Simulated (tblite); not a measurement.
Species: C₈H₁₁P.
Bonds: C1–C2, C2–C3 (double), C3–P4, P4–C5, C5–C6 (double), C6–C7, C7–C8, C8–C9, C2–P4, C5–C9. Hydrogens: H10, H11, H12 on C1; H13 on C3; H14 on C6; H15, H16 on C7; H17, H18 on C8; H19, H20 on C9.

Computed with GFN2-xTB (tblite), gas phase: L-BFGS steps from a force-field or distance-geometry start until the largest atomic force falls under 0.01 eV/Å.

Step 13: E = -684.5885 eV
```
atom  x, y, z in Å  |  force x, y, z in eV/Å
C1      2.8675   -0.4492   -1.4244    0.000  -0.012   0.042
C2      2.3188    0.3916   -0.3504   -0.039  -0.015  -0.019
C3      2.3406    0.6998    0.9211    0.025  -0.009  -0.013
P4      1.1124    1.7430    0.0288    0.025  -0.013  -0.016
C5     -0.4228    0.7922    0.2957    0.023   0.019  -0.022
C6     -1.6309    1.3463    0.2133   -0.015   0.025   0.006
C7     -2.7268    0.3815    0.5399   -0.006  -0.009   0.008
C8     -2.0119   -0.9790    0.5073   -0.002  -0.025   0.014
C9     -0.5187   -0.6608    0.6916   -0.007   0.029  -0.012
H10     3.6102   -1.1331   -1.0141    0.027  -0.028  -0.031
H11     2.0722   -1.0268   -1.8982    0.017   0.041   0.013
H12     3.3340    0.1680   -2.1935   -0.041   0.006   0.053
H13     2.8033    0.5107    1.8647   -0.008  -0.007  -0.026
H14    -1.8276    2.3774   -0.0266   -0.009   0.001   0.004
H15    -3.1247    0.6013    1.5354   -0.004  -0.007   0.013
H16    -3.5591    0.4360   -0.1627    0.002  -0.010  -0.027
H17    -2.1704   -1.4495   -0.4645    0.026   0.016  -0.004
H18    -2.3832   -1.6589    1.2716   -0.002  -0.010   0.027
H19    -0.2068   -0.7752    1.7346   -0.013  -0.011  -0.031
H20     0.1188   -1.3045    0.0830    0.002   0.019   0.020
```

Step 14: E = -684.5891 eV
```
atom  x, y, z in Å  |  force x, y, z in eV/Å
C1      2.8683   -0.4506   -1.4242    0.005  -0.015   0.034
C2      2.3190    0.3879   -0.3488   -0.022  -0.015   0.006
C3      2.3405    0.6990    0.9227    0.033  -0.029  -0.052
P4      1.1152    1.7406    0.0276   -0.015   0.027  -0.021
C5     -0.4231    0.7943    0.2953   -0.007   0.020  -0.012
C6     -1.6321    1.3477    0.2141    0.007  -0.003   0.002
C7     -2.7273    0.3809    0.5397   -0.003  -0.003   0.003
C8     -2.0116   -0.9795    0.5073   -0.003   0.000   0.012
C9     -0.5191   -0.6585    0.6915   -0.008   0.012  -0.015
H10     3.6124   -1.1359   -1.0174    0.011  -0.013  -0.034
H11     2.0720   -1.0263   -1.8991    0.023   0.036   0.014
H12     3.3331    0.1696   -2.1927   -0.044  -0.004   0.065
H13     2.8038    0.5124    1.8659    0.000  -0.013  -0.008
H14    -1.8307    2.3781   -0.0257   -0.008   0.010   0.001
H15    -3.1251    0.6000    1.5354   -0.009  -0.007   0.011
H16    -3.5596    0.4346   -0.1635    0.010  -0.007  -0.018
H17    -2.1694   -1.4500   -0.4646    0.024   0.013   0.003
H18    -2.3824   -1.6586    1.2727    0.001  -0.011   0.019
H19    -0.2078   -0.7742    1.7343   -0.005  -0.005  -0.024
H20     0.1188   -1.3007    0.0825    0.011   0.007   0.015
```

**Question.** Estimate the geometry and energy of step 15. (The exact step hangs on the optimiser's Hessian estimate; all steps are aligned on step 14, rigid shifts and turns removed.)

**Answer.** E = -684.5896 eV, largest force 0.076 eV/Å
```
atom  x, y, z in Å  |  force x, y, z in eV/Å
C1      2.8690   -0.4520   -1.4233    0.008  -0.018   0.018
C2      2.3186    0.3842   -0.3475   -0.006  -0.013   0.023
C3      2.3410    0.6980    0.9234    0.027  -0.032  -0.064
P4      1.1176    1.7388    0.0257   -0.040   0.050  -0.020
C5     -0.4234    0.7965    0.2947   -0.031   0.015  -0.002
C6     -1.6332    1.3490    0.2148    0.019  -0.022  -0.003
C7     -2.7277    0.3803    0.5397   -0.001   0.004  -0.001
C8     -2.0114   -0.9799    0.5076   -0.002   0.023   0.007
C9     -0.5196   -0.6561    0.6912   -0.004  -0.005  -0.014
H10     3.6146   -1.1387   -1.0209    0.000  -0.003  -0.029
H11     2.0722   -1.0250   -1.8995    0.017   0.018   0.008
H12     3.3314    0.1713   -2.1906   -0.034  -0.003   0.061
H13     2.8043    0.5133    1.8663    0.006  -0.017   0.008
H14    -1.8335    2.3789   -0.0250   -0.008   0.015   0.000
H15    -3.1257    0.5988    1.5356   -0.013  -0.007   0.004
H16    -3.5596    0.4331   -0.1647    0.017  -0.003  -0.006
H17    -2.1679   -1.4501   -0.4648    0.017   0.008   0.010
H18    -2.3817   -1.6585    1.2741    0.007  -0.008   0.005
H19    -0.2090   -0.7736    1.7336    0.004   0.004  -0.011
H20     0.1189   -1.2972    0.0824    0.019  -0.005   0.005
```

The energy changes by -0.0006 eV. The first-order estimate −F·Δx gives -0.0008 eV and the mean of the old and new forces, exact on a quadratic surface, -0.0006 eV. The step makes an angle of 62° with the force vector and moves no atom by more than 0.005 Å.
